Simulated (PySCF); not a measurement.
A run for PySCF: R-B3LYP/6-31G* on H4P2 (SMILES PP), a point of a torsion scan.

```python
from pyscf import gto, scf, dft, mp
from pyscf.data.elements import chemcore

mol = gto.M(
    atom='''
    P    -1.04919453   -0.29491459   -0.60294274
    P     1.09831028   -0.19127191   -0.35558401
    H    -1.35235630    1.03671072   -0.32443776
    H    -1.27405424   -0.69062011    0.71323574
    H     1.16108375    0.97447708    0.40574399
    H     1.29539633    0.49891981   -1.54892884
    ''',
    basis='6-31g*',
    cart=True,
    charge=0, spin=0, verbose=3, max_memory=1800)
mf = dft.RKS(mol, xc='b3lyp')
mf.conv_tol = 1e-8
mf.max_cycle = 100
mf.kernel()
if not mf.converged:
    mf = mf.newton().run(mf.mo_coeff, mf.mo_occ)
```

Program output:

```
converged SCF energy = -685.091038598666
```

Self-consistency was reached.

Cost: around 1.9 core-seconds (rough).
